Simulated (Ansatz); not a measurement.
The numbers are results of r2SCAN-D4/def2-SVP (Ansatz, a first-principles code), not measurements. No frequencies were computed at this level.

Ansatz 0.2 input:
```yaml
crystal:
  periodic: [false, false, false]
  atoms:
    - { symbol: Hf, position_ang: [-0.048779, 0.020152, 0.132448] }
    - { symbol: N, position_ang: [0.906877, 1.774492, -0.428594] }
    - { symbol: H, position_ang: [0.828789, 2.045413, -1.412466] }
    - { symbol: H, position_ang: [1.878988, 1.969796, -0.186437] }
    - { symbol: N, position_ang: [1.01347, -0.63791, 1.78813] }
    - { symbol: H, position_ang: [0.763099, -0.206656, 2.681499] }
    - { symbol: H, position_ang: [2.02077, -0.782761, 1.842008] }
    - { symbol: N, position_ang: [0.211261, -1.261465, -1.481651] }
    - { symbol: H, position_ang: [-0.329967, -2.128843, -1.500755] }
    - { symbol: H, position_ang: [1.092228, -1.493294, -1.938328] }
    - { symbol: H, position_ang: [-1.845989, 0.192623, 0.536688] }
basis:
  gaussian: { orbitals: def2-svp }
hamiltonian:
  xc: r2scan
  dispersion: d4
relax:
  max_steps: 150
```

Output:

```
Functional definition: r2SCAN
1236 factors; their error is unknown
mean field evaluation 1: about -5866.5701 eV, gradient 1.0e2 eV
mean field evaluation 2: about -5733.9607 eV, gradient 2.3e2 eV
mean field evaluation 4: about -5887.2476 eV, gradient 1.2e1 eV
mean field evaluation 8: about -5887.6758 eV, gradient 8.5e-2 eV
mean field evaluation 16: about -5887.5889 eV, gradient 1.0e-4 eV
mean field -5887.58890387 eV, -216.3649014662 hartree, gradient 5.5e-6 eV, S^2 0.000000; 0 other end points of the search recorded, 0 dependent functions left out
reference -5887.58893373 eV, -216.3649025635 hartree; 20, 20 occupied and 89, 89 virtual orbitals, 1236 factors
relax step   1: F+E_penalty+E_count = -5887.63791318 eV  Δ(F+E_penalty+E_count) = +0.000e0 eV  max|allowed force component| = 1.277e0 eV/Å  Δτ_max = 0.0000 Å  (29 SCF iters, accepted)
these checks for a lower state are left out or cut short: starts, cluster_reference, orbital_swaps, neighbouring_geometries, increment
1236 factors; their error is unknown
mean field -5887.76064409 eV, -216.3712128028 hartree, gradient 2.1e-5 eV, S^2 0.000000; 0 other end points of the search recorded, 0 dependent functions left out
reference -5887.76067396 eV, -216.3712139005 hartree; 20, 20 occupied and 89, 89 virtual orbitals, 1236 factors
relax step   2: F+E_penalty+E_count = -5887.80960819 eV  Δ(F+E_penalty+E_count) = -1.717e-1 eV  max|allowed force component| = 1.474e0 eV/Å  Δτ_max = 0.1946 Å  (34 SCF iters, accepted)
these checks for a lower state are left out or cut short: starts, cluster_reference, orbital_swaps, neighbouring_geometries, increment
1236 factors; their error is unknown
mean field evaluation 32: about -5887.8462 eV, gradient 1.4e-3 eV
mean field -5887.84619002 eV, -216.3743565578 hartree, gradient 2.0e-5 eV, S^2 0.000000; 0 other end points of the search recorded, 0 dependent functions left out
reference -5887.84621965 eV, -216.3743576467 hartree; 20, 20 occupied and 89, 89 virtual orbitals, 1236 factors
relax step   3: F+E_penalty+E_count = -5887.89531655 eV  Δ(F+E_penalty+E_count) = -8.571e-2 eV  max|allowed force component| = 1.393e0 eV/Å  Δτ_max = 0.1948 Å  (35 SCF iters, accepted)
these checks for a lower state are left out or cut short: starts, cluster_reference, orbital_swaps, neighbouring_geometries, increment
1236 factors; their error is unknown
mean field -5887.94922295 eV, -216.3781429481 hartree, gradient 1.9e-5 eV, S^2 0.000000; 0 other end points of the search recorded, 0 dependent functions left out
reference -5887.94925261 eV, -216.3781440380 hartree; 20, 20 occupied and 89, 89 virtual orbitals, 1236 factors
relax step   4: F+E_penalty+E_count = -5887.99832340 eV  Δ(F+E_penalty+E_count) = -1.030e-1 eV  max|allowed force component| = 2.904e-1 eV/Å  Δτ_max = 0.2000 Å  (35 SCF iters, accepted)
these checks for a lower state are left out or cut short: starts, cluster_reference, orbital_swaps, neighbouring_geometries, increment
1236 factors; their error is unknown
mean field -5887.97617424 eV, -216.3791333899 hartree, gradient 1.9e-5 eV, S^2 0.000000; 0 other end points of the search recorded, 0 dependent functions left out
reference -5887.97620327 eV, -216.3791344564 hartree; 20, 20 occupied and 89, 89 virtual orbitals, 1236 factors
relax step   5: F+E_penalty+E_count = -5888.02514435 eV  Δ(F+E_penalty+E_count) = -2.682e-2 eV  max|allowed force component| = 3.147e-1 eV/Å  Δτ_max = 0.2000 Å  (34 SCF iters, accepted)
these checks for a lower state are left out or cut short: starts, cluster_reference, orbital_swaps, neighbouring_geometries, increment
1236 factors; their error is unknown
mean field -5887.98452643 eV, -216.3794403269 hartree, gradient 1.8e-5 eV, S^2 0.000000; 0 other end points of the search recorded, 0 dependent functions left out
reference -5887.98455484 eV, -216.3794413712 hartree; 20, 20 occupied and 89, 89 virtual orbitals, 1236 factors
relax step   6: F+E_penalty+E_count = -5888.03290096 eV  Δ(F+E_penalty+E_count) = -7.757e-3 eV  max|allowed force component| = 1.832e-1 eV/Å  Δτ_max = 0.2000 Å  (34 SCF iters, accepted)
these checks for a lower state are left out or cut short: starts, cluster_reference, orbital_swaps, neighbouring_geometries, increment
1236 factors; their error is unknown
mean field evaluation 64: about -5887.9900 eV, gradient 1.4e-5 eV
mean field -5887.99003770 eV, -216.3796428625 hartree, gradient 1.4e-5 eV, S^2 0.000000; 0 other end points of the search recorded, 0 dependent functions left out
reference -5887.99006608 eV, -216.3796439056 hartree; 20, 20 occupied and 89, 89 virtual orbitals, 1236 factors
relax step   7: F+E_penalty+E_count = -5888.03862913 eV  Δ(F+E_penalty+E_count) = -5.728e-3 eV  max|allowed force component| = 4.685e-2 eV/Å  Δτ_max = 0.0360 Å  (29 SCF iters, accepted)
these checks for a lower state are left out or cut short: starts, cluster_reference, orbital_swaps, neighbouring_geometries, increment
1236 factors; their error is unknown
mean field -5887.99044883 eV, -216.3796579714 hartree, gradient 1.9e-5 eV, S^2 0.000000; 0 other end points of the search recorded, 0 dependent functions left out
reference -5887.99047730 eV, -216.3796590173 hartree; 20, 20 occupied and 89, 89 virtual orbitals, 1236 factors
relax step   8: F+E_penalty+E_count = -5888.03909271 eV  Δ(F+E_penalty+E_count) = -4.636e-4 eV  max|allowed force component| = 7.247e-3 eV/Å  Δτ_max = 0.0190 Å  (29 SCF iters, accepted)
these checks for a lower state are left out or cut short: starts, cluster_reference, orbital_swaps, neighbouring_geometries, increment
1236 factors; their error is unknown
mean field -5887.99048739 eV, -216.3796593881 hartree, gradient 1.9e-5 eV, S^2 0.000000; 0 other end points of the search recorded, 0 dependent functions left out
reference -5887.99051594 eV, -216.3796604374 hartree; 20, 20 occupied and 89, 89 virtual orbitals, 1236 factors
relax step   9: F+E_penalty+E_count = -5888.03916336 eV  Δ(F+E_penalty+E_count) = -7.065e-5 eV  max|allowed force component| = 7.662e-3 eV/Å  Δτ_max = 0.0161 Å  (29 SCF iters, accepted)
these checks for a lower state are left out or cut short: starts, cluster_reference, orbital_swaps, neighbouring_geometries, increment
1236 factors; their error is unknown
mean field -5887.99048845 eV, -216.3796594272 hartree, gradient 1.9e-5 eV, S^2 0.000000; 0 other end points of the search recorded, 0 dependent functions left out
reference -5887.99051702 eV, -216.3796604772 hartree; 20, 20 occupied and 89, 89 virtual orbitals, 1236 factors
relax step  10: F+E_penalty+E_count = -5888.03916619 eV  Δ(F+E_penalty+E_count) = -2.831e-6 eV  max|allowed force component| = 9.801e-3 eV/Å  Δτ_max = 0.0065 Å  (32 SCF iters, accepted)
1236 factors; their error is unknown
mean field evaluation 96: about -5883.9701 eV, gradient 3.5e1 eV
mean field -5887.99048845 eV, -216.3796594272 hartree, gradient 1.9e-5 eV, S^2 0.000000; 1 other end points of the search recorded, 0 dependent functions left out
reference -5887.99051702 eV, -216.3796604772 hartree; 20, 20 occupied and 89, 89 virtual orbitals, 1236 factors
Total energy: -5888.03919476 eV, -216.3814493512 hartree
Atom 0 at     0.219278     0.011907     0.068861 Å, force    -0.004146    -0.003953    -0.002020 eV/Å
Atom 1 at     0.987148     1.791554    -0.560305 Å, force     0.000588     0.009801     0.000229 eV/Å
Atom 2 at     0.653351     2.260650    -1.404789 Å, force     0.002004    -0.001449     0.001252 eV/Å
Atom 3 at     1.696438     2.390263    -0.139466 Å, force    -0.001801    -0.003041    -0.002791 eV/Å
Atom 4 at     1.035490    -0.596585     1.834179 Å, force    -0.001812    -0.000659     0.005701 eV/Å
Atom 5 at     1.018632    -0.010856     2.671552 Å, force     0.001057     0.000343     0.000012 eV/Å
Atom 6 at     1.482188    -1.476781     2.087395 Å, force     0.001052    -0.000589    -0.001103 eV/Å
Atom 7 at     0.334788    -1.426825    -1.369915 Å, force     0.002690    -0.001231    -0.003291 eV/Å
Atom 8 at    -0.043286    -2.366541    -1.234281 Å, force    -0.001384    -0.000371     0.001940 eV/Å
Atom 9 at     0.716192    -1.385698    -2.314022 Å, force    -0.000272     0.000825    -0.000380 eV/Å
Atom 10 at    -1.609473     0.300459     0.393333 Å, force     0.002025     0.000324     0.000450 eV/Å
Dipole moment:     0.497043    -0.078107    -0.087280 e Å
```

Cost: about 80 core-seconds (a rough figure).
